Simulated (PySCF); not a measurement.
H4O3SSn, SMILES [OH][Sn]([OH])([OH])[SH]. Atoms are numbered in the order given.

```xyz
9

O     -0.6201     1.3807    -1.4910
Sn    -0.2094     0.0305    -0.0761
O     -1.5596     0.4860     1.3355
O     -0.4388    -1.7722    -0.9134
S      2.0483    -0.0905     0.7963
H     -1.1274     2.1063    -1.0739
H     -1.3138     0.0335     2.1669
H     -1.1228    -1.7035    -1.6096
H      2.2103    -1.2710     0.1299
```

The structure is a stationary point at PBE-D3(BJ)/def2-SVP. The structure was generated by enumeration; whether it is a known compound was not checked. The def2 effective core potentials stand for the cores of Sn; spin–orbit coupling is left out. Other conformers were not sampled.

These are PBE/def2-TZVP run with PySCF values and carry that method's errors.

Isolated molecule, no solvent.

```json
{
  "total_energy": "-840.36827 hartree",
  "highest_occupied_level": "-6.71 eV",
  "lowest_empty_level": "-3.08 eV",
  "orbital_gap": "3.63 eV",
  "dipole_moment": "0.81 D",
  "quadrupole, principal values (traceless, Buckingham form, about the centre of nuclear charge)": "-4.04, 1.20, 2.83 D·Å",
  "mean_static_polarisability": "71.9 bohr³ (10.66 Å³)",
  "polarisability_principal_values": "62.1, 66.7, 87.0 bohr³"
}
```
